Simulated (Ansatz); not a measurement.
Harmonic vibrations of Ge(OH)2Cl2 (GeCl₂O₂H₂) by finite differences.

```yaml
crystal:
  periodic: [false, false, false]
  atoms:
    - {symbol: Ge, position_ang: [-0.098758, 0.002062, -0.069158]}
    - {symbol: O, position_ang: [-0.027998, 0.058655, 1.671824]}
    - {symbol: H, position_ang: [-0.835407, -0.262501, 2.090305]}
    - {symbol: O, position_ang: [1.559470, -0.089726, -0.599333]}
    - {symbol: H, position_ang: [1.685571, 0.244968, -1.495018]}
    - {symbol: Cl, position_ang: [-1.034501, 1.738948, -0.902164]}
    - {symbol: Cl, position_ang: [-1.248377, -1.692395, -0.696456]}
basis:
  gaussian: {orbitals: def2-SVP}
hamiltonian: {xc: pbe0, dispersion: d4}
scf: {omitted_lower_state_checks: [starts]}
phonons: {temperatures: {t_min: 298.15, t_max: 900, t_step: 200}}
```

```sh
$ ansatz run in.yaml --threads 4 --pin off --events-out ev --progress --plain --max-ram 3916MiB
```

It prints (some lines left out):

```
Functional definition: PBE0
mean field -85656.14332306 eV, -3147.8052073033 hartree, gradient 3.8e-5 eV, S^2 0.000000; 0 other end points of the search recorded, 0 dependent functions left out
mean field -85656.14321184 eV, -3147.8052032158 hartree, gradient 8.9e-7 eV, S^2 0.000000; 0 other end points of the search recorded, 0 dependent functions left out
mean field -85656.14319420 eV, -3147.8052025679 hartree, gradient 1.9e-6 eV, S^2 0.000000; 0 other end points of the search recorded, 0 dependent functions left out
mean field -85656.14324404 eV, -3147.8052043993 hartree, gradient 1.6e-6 eV, S^2 0.000000; 0 other end points of the search recorded, 0 dependent functions left out
mean field -85656.14324471 eV, -3147.8052044240 hartree, gradient 1.6e-6 eV, S^2 0.000000; 0 other end points of the search recorded, 0 dependent functions left out
mean field -85656.14319900 eV, -3147.8052027442 hartree, gradient 9.7e-7 eV, S^2 0.000000; 0 other end points of the search recorded, 0 dependent functions left out
mean field -85656.14318627 eV, -3147.8052022761 hartree, gradient 1.7e-6 eV, S^2 0.000000; 0 other end points of the search recorded, 0 dependent functions left out
mean field -85656.14320339 eV, -3147.8052029054 hartree, gradient 2.9e-6 eV, S^2 0.000000; 0 other end points of the search recorded, 0 dependent functions left out
mean field -85656.14319198 eV, -3147.8052024862 hartree, gradient 2.9e-6 eV, S^2 0.000000; 0 other end points of the search recorded, 0 dependent functions left out
mean field -85656.14330226 eV, -3147.8052065388 hartree, gradient 2.3e-6 eV, S^2 0.000000; 0 other end points of the search recorded, 0 dependent functions left out
mean field -85656.14329341 eV, -3147.8052062136 hartree, gradient 1.7e-6 eV, S^2 0.000000; 0 other end points of the search recorded, 0 dependent functions left out
mean field -85656.14322504 eV, -3147.8052037009 hartree, gradient 2.7e-6 eV, S^2 0.000000; 0 other end points of the search recorded, 0 dependent functions left out
mean field -85656.14317241 eV, -3147.8052017670 hartree, gradient 2.8e-6 eV, S^2 0.000000; 0 other end points of the search recorded, 0 dependent functions left out
mean field -85656.14320780 eV, -3147.8052030675 hartree, gradient 1.8e-6 eV, S^2 0.000000; 0 other end points of the search recorded, 0 dependent functions left out
mean field -85656.14320775 eV, -3147.8052030658 hartree, gradient 1.4e-6 eV, S^2 0.000000; 0 other end points of the search recorded, 0 dependent functions left out
mean field -85656.14330042 eV, -3147.8052064712 hartree, gradient 1.0e-6 eV, S^2 0.000000; 0 other end points of the search recorded, 0 dependent functions left out
mean field -85656.14330878 eV, -3147.8052067785 hartree, gradient 1.2e-6 eV, S^2 0.000000; 0 other end points of the search recorded, 0 dependent functions left out
mean field -85656.14328224 eV, -3147.8052058031 hartree, gradient 1.2e-6 eV, S^2 0.000000; 0 other end points of the search recorded, 0 dependent functions left out
mean field -85656.14328148 eV, -3147.8052057752 hartree, gradient 1.6e-6 eV, S^2 0.000000; 0 other end points of the search recorded, 0 dependent functions left out
mean field -85656.14326160 eV, -3147.8052050447 hartree, gradient 2.6e-6 eV, S^2 0.000000; 0 other end points of the search recorded, 0 dependent functions left out
mean field -85656.14320944 eV, -3147.8052031277 hartree, gradient 2.7e-6 eV, S^2 0.000000; 0 other end points of the search recorded, 0 dependent functions left out
mean field -85656.14329092 eV, -3147.8052061221 hartree, gradient 1.8e-6 eV, S^2 0.000000; 0 other end points of the search recorded, 0 dependent functions left out
mean field -85656.14330111 eV, -3147.8052064964 hartree, gradient 2.4e-6 eV, S^2 0.000000; 0 other end points of the search recorded, 0 dependent functions left out
mean field -85656.14315947 eV, -3147.8052012915 hartree, gradient 2.4e-6 eV, S^2 0.000000; 0 other end points of the search recorded, 0 dependent functions left out
mean field -85656.14316594 eV, -3147.8052015292 hartree, gradient 2.5e-6 eV, S^2 0.000000; 0 other end points of the search recorded, 0 dependent functions left out
mean field -85656.14331167 eV, -3147.8052068847 hartree, gradient 8.6e-7 eV, S^2 0.000000; 0 other end points of the search recorded, 0 dependent functions left out
mean field -85656.14331000 eV, -3147.8052068234 hartree, gradient 9.4e-7 eV, S^2 0.000000; 0 other end points of the search recorded, 0 dependent functions left out
mean field -85656.14330735 eV, -3147.8052067258 hartree, gradient 1.3e-6 eV, S^2 0.000000; 0 other end points of the search recorded, 0 dependent functions left out
mean field -85656.14329870 eV, -3147.8052064081 hartree, gradient 1.0e-6 eV, S^2 0.000000; 0 other end points of the search recorded, 0 dependent functions left out
mean field -85656.14317980 eV, -3147.8052020384 hartree, gradient 2.2e-6 eV, S^2 0.000000; 0 other end points of the search recorded, 0 dependent functions left out
mean field -85656.14318095 eV, -3147.8052020807 hartree, gradient 1.5e-6 eV, S^2 0.000000; 0 other end points of the search recorded, 0 dependent functions left out
mean field -85656.14329273 eV, -3147.8052061885 hartree, gradient 1.2e-6 eV, S^2 0.000000; 0 other end points of the search recorded, 0 dependent functions left out
mean field -85656.14332563 eV, -3147.8052073978 hartree, gradient 1.1e-6 eV, S^2 0.000000; 0 other end points of the search recorded, 0 dependent functions left out
mean field -85656.14333324 eV, -3147.8052076772 hartree, gradient 1.7e-6 eV, S^2 0.000000; 0 other end points of the search recorded, 0 dependent functions left out
mean field -85656.14323846 eV, -3147.8052041944 hartree, gradient 1.8e-6 eV, S^2 0.000000; 0 other end points of the search recorded, 0 dependent functions left out
mean field -85656.14329266 eV, -3147.8052061862 hartree, gradient 1.1e-6 eV, S^2 0.000000; 0 other end points of the search recorded, 0 dependent functions left out
mean field -85656.14333134 eV, -3147.8052076073 hartree, gradient 1.0e-6 eV, S^2 0.000000; 0 other end points of the search recorded, 0 dependent functions left out
mean field -85656.14327993 eV, -3147.8052057183 hartree, gradient 1.4e-6 eV, S^2 0.000000; 0 other end points of the search recorded, 0 dependent functions left out
mean field -85656.14332995 eV, -3147.8052075563 hartree, gradient 1.3e-6 eV, S^2 0.000000; 0 other end points of the search recorded, 0 dependent functions left out
mean field -85656.14324093 eV, -3147.8052042849 hartree, gradient 1.8e-6 eV, S^2 0.000000; 0 other end points of the search recorded, 0 dependent functions left out
mean field -85656.14333398 eV, -3147.8052077043 hartree, gradient 1.7e-6 eV, S^2 0.000000; 0 other end points of the search recorded, 0 dependent functions left out
mean field -85656.14330474 eV, -3147.8052066301 hartree, gradient 9.5e-7 eV, S^2 0.000000; 0 other end points of the search recorded, 0 dependent functions left out
mean field -85656.14332454 eV, -3147.8052073576 hartree, gradient 9.2e-7 eV, S^2 0.000000; 0 other end points of the search recorded, 0 dependent functions left out
Total energy: -85656.32310862 eV, -3147.8118143006 hartree
Atom 0 at    -0.098758     0.002062    -0.069158 Å, force     0.005364    -0.000165     0.003916 eV/Å
Atom 1 at    -0.027998     0.058655     1.671824 Å, force    -0.002211     0.001117    -0.002975 eV/Å
Atom 2 at    -0.835407    -0.262501     2.090305 Å, force     0.000718    -0.001344     0.000019 eV/Å
Atom 3 at     1.559470    -0.089726    -0.599333 Å, force    -0.003672    -0.001012    -0.001067 eV/Å
Atom 4 at     1.685571     0.244968    -1.495018 Å, force     0.000377     0.001388     0.000596 eV/Å
Atom 5 at    -1.034501     1.738948    -0.902164 Å, force     0.000328     0.001701    -0.001067 eV/Å
Atom 6 at    -1.248377    -1.692395    -0.696456 Å, force    -0.000903    -0.001685     0.000577 eV/Å
Dipole moment:    -0.127006     0.002491    -0.088997 e Å
Vibrations: 99.11 146.90 169.04 200.15 204.91 242.31 256.20 422.20 452.46 750.97 777.23 897.52 927.69 3899.11 3899.57 cm⁻¹, zero-point energy 0.827308 eV
Checks for a lower state left out: starts
```

Run time 48 s (4 threads of Arm Neoverse V1 on a shared host).
